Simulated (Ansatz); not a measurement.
# RbI (SMILES [Rb][I]): methods side by side

RbI: 2 atoms, total charge 0, spin state singlet. As SMILES, `[Rb][I]`. The bond length is the measured one.

```xyz
2

Rb    0.0000    0.0000    0.0000
I     0.0000    0.0000    3.1769
```

Quantity: the energy change with the Rb1–I2 bond stretched from 3.177 to 7.942 Å, in eV. The values are calculated.

```
                      level                    kind  program  value (eV)  less FCI/STO-3G
  SVWN5/STO-3G (restricted)                     LDA   Ansatz        3.15            -0.50
 revPBE/STO-3G (restricted)                     GGA   Ansatz        2.91            -0.74
   PBE0/STO-3G (restricted)           global hybrid   Ansatz        3.39            -0.26
  wB97X/STO-3G (restricted)  range-separated hybrid   Ansatz        3.82            +0.17
 B2PLYP/STO-3G (restricted)           double hybrid   Ansatz        3.34            -0.31
    MP2/STO-3G (restricted)     perturbation theory   Ansatz        3.64            -0.01
BCCD(T)/STO-3G (restricted)   coupled cluster or CI   Ansatz        3.65             0.00
   CCSD/STO-3G (restricted)   coupled cluster or CI   Ansatz        3.65             0.00
                 FCI/STO-3G      exact in the basis   Ansatz        3.65             0.00
```

FCI/STO-3G is exact within its basis and frozen core, so for wave-function methods in that basis the difference is their error; functionals converge differently with the basis, so for them it is only a difference. All-electron rows without a relativistic Hamiltonian named are non-relativistic. The first shape isn't each level's own minimum. The values span 2.91 to 3.82 eV. All rows use very small basis sets, so none should be taken for the real molecule's value. In the correlated wave-function rows the outer d shell of I is correlated, in sets not made for it.
